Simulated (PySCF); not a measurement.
C7H8, charge -1, doublet, at a GFN2-xTB geometry (a state made from the parent by changing its charge; the spin is typed, not shown lowest) (in this run its highest filled SCF level lies above zero, so its values depend strongly on the basis, on diffuse functions most of all), with bond 8-1 at 2.2 times its length; HF/STO-3G run with PySCF.

The PySCF input:
```python
from pyscf import gto, scf

mol = gto.M(
    atom='''
C    -2.416150   -0.094238   -0.000848
C    -0.904629   -0.032080    0.012488
C    -0.180971   -1.200773    0.176516
C     1.273239   -1.147626    0.163758
C     1.893633    0.071219   -0.010766
C     1.180912    1.241993   -0.173673
C    -0.273254    1.185434   -0.160526
H    -3.373704    1.994219    0.699777
H    -2.783135   -0.881669    0.660882
H    -2.787148   -0.308966   -1.008517
H    -0.680882   -2.155182    0.314366
H     1.844196   -2.062908    0.291198
H     2.986479    0.112129   -0.020013
H     1.679740    2.197100   -0.310301
H    -0.844518    2.100859   -0.286926
''',
    basis='sto-3g',
    charge=-1,
    spin=1,
    verbose=4,
)

mf = scf.UHF(mol)
mf.kernel()
mo_i, mo_e, stable_i, stable_e = mf.stability(internal=True, external=True, return_status=True, nroots=6, tol=1e-6)
print('internally stable:', stable_i, ' externally stable:', stable_e)
if not stable_i:
    umf = mf.copy()
    umf.scf_summary = {}
    umf.kernel(umf.make_rdm1(mo_i, mf.mo_occ))
mf.analyze()
```

It wrote (shortened):

```
PySCF version 2.14.0

[INPUT] verbose = 4
[INPUT] num. atoms = 15
[INPUT] num. electrons = 51
[INPUT] charge = -1
[INPUT] spin (= nelec alpha-beta = 2S) = 1
[INPUT] symmetry False subgroup None
[INPUT] Mole.unit = angstrom
[INPUT] Symbol           X                Y                Z      unit          X                Y                Z       unit  Magmom
[...]
nuclear repulsion = 264.683637467987
number of shells = 29
number of NR pGTOs = 129
number of NR cGTOs = 43
basis = sto-3g
ecp = {}

******** <class 'pyscf.scf.uhf.UHF'> ********
method = UHF
initial guess = minao
damping factor = 0
level_shift factor = 0
DIIS = <class 'pyscf.scf.diis.CDIIS'>
diis_start_cycle = 1
diis_space = 8
diis_damp = 0
SCF conv_tol = 1e-09
SCF conv_tol_grad = None
SCF max_cycles = 50
direct_scf = True
direct_scf_tol = 1e-13
number electrons alpha = 26  beta = 25
Set gradient conv threshold to 3.16228e-05
init E= -267.93179565251

cycle= 1 E= -265.96706783862  delta_E= 1.96  |g|= 0.281  |ddm|= 3.65
cycle= 2 E= -266.05121876088  delta_E= -0.0842  |g|= 0.0886  |ddm|= 0.569
cycle= 3 E= -266.068640093085  delta_E= -0.0174  |g|= 0.0573  |ddm|= 0.284
cycle= 4 E= -266.075259581805  delta_E= -0.00662  |g|= 0.0348  |ddm|= 0.136
cycle= 5 E= -266.081172886375  delta_E= -0.00591  |g|= 0.0181  |ddm|= 0.194
cycle= 6 E= -266.083040699516  delta_E= -0.00187  |g|= 0.00682  |ddm|= 0.144
cycle= 7 E= -266.083208719098  delta_E= -0.000168  |g|= 0.00488  |ddm|= 0.0318
cycle= 8 E= -266.083294701381  delta_E= -8.6e-05  |g|= 0.00314  |ddm|= 0.0247
cycle= 9 E= -266.08334484622  delta_E= -5.01e-05  |g|= 0.00285  |ddm|= 0.0181
cycle= 10 E= -266.083360676548  delta_E= -1.58e-05  |g|= 0.00298  |ddm|= 0.00462
cycle= 11 E= -266.08329718809  delta_E= 6.35e-05  |g|= 0.0023  |ddm|= 0.0204
cycle= 12 E= -266.083259692369  delta_E= 3.75e-05  |g|= 0.00111  |ddm|= 0.028
cycle= 13 E= -266.08325801681  delta_E= 1.68e-06  |g|= 0.000455  |ddm|= 0.00991
cycle= 14 E= -266.083258374134  delta_E= -3.57e-07  |g|= 0.000204  |ddm|= 0.00304
cycle= 15 E= -266.083258494157  delta_E= -1.2e-07  |g|= 0.000108  |ddm|= 0.00107
cycle= 16 E= -266.083258527288  delta_E= -3.31e-08  |g|= 6.11e-05  |ddm|= 0.000427
cycle= 17 E= -266.083258539635  delta_E= -1.23e-08  |g|= 3.49e-05  |ddm|= 0.000265
cycle= 18 E= -266.083258545379  delta_E= -5.74e-09  |g|= 2.07e-05  |ddm|= 0.000205
cycle= 19 E= -266.08325854766  delta_E= -2.28e-09  |g|= 1.38e-05  |ddm|= 0.000129
cycle= 20 E= -266.083258548897  delta_E= -1.24e-09  |g|= 9.93e-06  |ddm|= 9.89e-05
[...]
converged SCF energy = -266.083258549803  <S^2> = 0.75111423  2S+1 = 2.0011139
<class 'pyscf.scf.uhf.UHF'> wavefunction has an internal instability
<class 'pyscf.scf.uhf.UHF'> wavefunction is stable in the real -> complex stability analysis
<class 'pyscf.scf.uhf.UHF'> wavefunction has an UHF/UKS -> GHF/GKS instability
internally stable: False  externally stable: False
converged SCF energy = -266.101156305432  <S^2> = 1.6597172  2S+1 = 2.7638504
Total Energy =                        -266.083258549803134
[...]
spin_pop of  5 C 1s       -0.00000
spin_pop of  5 C 2s        0.00016
spin_pop of  5 C 2px      -0.00008
spin_pop of  5 C 2py       0.00027
spin_pop of  5 C 2pz       0.00260
spin_pop of  6 C 1s       -0.00000
spin_pop of  6 C 2s       -0.00040
spin_pop of  6 C 2px       0.00006
spin_pop of  6 C 2py       0.00108
spin_pop of  6 C 2pz       0.00066
spin_pop of  7 H 1s        0.88387
spin_pop of  8 H 1s       -0.00746
spin_pop of  9 H 1s       -0.00722
spin_pop of  10 H 1s        0.00003
spin_pop of  11 H 1s       -0.00025
spin_pop of  12 H 1s        0.00034
spin_pop of  13 H 1s       -0.00014
spin_pop of  14 H 1s       -0.00047
 ** Mulliken Spin Density (per atom)  **
spin density of  0 C =      0.13841
spin density of  1 C =     -0.00965
spin density of  2 C =     -0.00203
spin density of  3 C =      0.00559
spin density of  4 C =     -0.00536
spin density of  5 C =      0.00295
spin density of  6 C =      0.00140
spin density of  7 H =      0.88387
spin density of  8 H =     -0.00746
spin density of  9 H =     -0.00722
spin density of  10 H =      0.00003
spin density of  11 H =     -0.00025
spin density of  12 H =      0.00034
spin density of  13 H =     -0.00014
spin density of  14 H =     -0.00047
 ** Mulliken pop alpha/beta on meta-lowdin orthogonal AOs **
 ** Mulliken pop       alpha | beta **
In total            26.00000 | 25.00000
 ** Mulliken atomic charges   ( Nelec_alpha | Nelec_beta ) **
charge of  0C =     -0.43309  (     3.28575      3.14734 )
charge of  1C =      0.02814  (     2.98111      2.99076 )
charge of  2C =     -0.07420  (     3.03608      3.03812 )
charge of  3C =     -0.05930  (     3.03244      3.02685 )
charge of  4C =     -0.09344  (     3.04404      3.04940 )
charge of  5C =     -0.05877  (     3.03086      3.02791 )
charge of  6C =     -0.06276  (     3.03208      3.03068 )
charge of  7H =     -0.11473  (     0.99930      0.11543 )
charge of  8H =     -0.08692  (     0.53973      0.54719 )
charge of  9H =     -0.07613  (     0.53445      0.54167 )
charge of  10H =      0.00893  (     0.49555      0.49552 )
charge of  11H =      0.00204  (     0.49886      0.49911 )
charge of  12H =     -0.00314  (     0.50174      0.50140 )
charge of  13H =      0.00353  (     0.49817      0.49830 )
charge of  14H =      0.01983  (     0.48985      0.49032 )

WARN: System has nonzero charge -1; the dipole moment is origin-dependent.
Location of origin: [0. 0. 0.]

Dipole moment(X, Y, Z, Debye):  8.10629, -1.22125, -0.60487
```
